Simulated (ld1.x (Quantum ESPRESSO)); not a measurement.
**Transferability test, TM semilocal potential for manganese (Mn)**

- Element: Mn (Z = 25)
- Generator: ld1.x (Quantum ESPRESSO) 7.5
- Type: norm-conserving Troullier–Martins (semilocal form)
- Functional: PBE
- Relativity: scalar-relativistic
- Frozen core: [Ne] 3s2
- Valence charge: 13
- Reference configuration: 3p6 3d5 4s0 4p0 (charge +2)
- Partial waves: 4s (bound, empty): rc 2.15 bohr; 3d (bound): rc 1.40 bohr; 3p (bound): rc 1.00 bohr
- Local potential: the p channel
- Core correction: none

Energies are relative to the spin-unpolarised reference configuration 3p6 3d5 4s0 4p0; without spin polarisation the order of configurations can differ from experiment. The frozen-core shift is the all-electron ΔE with the core orbitals held at their reference shape minus the fully relaxed ΔE.

| valence configuration | charge | ΔE all-electron (eV) | error AE − PS (meV) | frozen-core shift (meV) |
| --- | --- | --- | --- | --- |
| 3p6 3d5 4s2 4p0 | 0 | -24.015 | +9.4 | -1.0 |
| 3p6 3d5 4s1 4p0 | +1 | -15.599 | +4.6 | -0.9 |
| 3p6 3d4 4s0 4p0 | +3 | 32.519 | -21 | +40 |
| 3p6 3d5 4s0 4p1 | +1 | -10.859 | +23 | -0.7 |
| 3p6 3d4 4s2 4p0 | +1 | -10.828 | -188 | +27 |
| 3p6 3d6 4s1 4p0 | 0 | -24.373 | +39 | +8.6 |

(1) What are ΔE and the potential's error for 3p6 3d6 4s0 4p0?

Levels in the configuration 3p6 3d5 4s2 4p0:

```tsv
level	all-electron (eV)	pseudo (eV)
3p	-54.593	-54.782
3d	-6.771	-6.886
4s	-5.107	-5.109
```

## Answers

(1) ΔE = -17.202 eV all-electron; the error (AE − PS) is -12 meV.

ld1.x printed “convergence not achieved” for 4 of the counted tests; their residual had stalled under 1e-8, short of the target of 1e-14. A variational frozen-core shift is positive and of second order in the change. This column holds negative values, so the frozen-core run of ld1.x carries numerical noise or an error of first order here, and the column gives no more than the rough size of the effect.
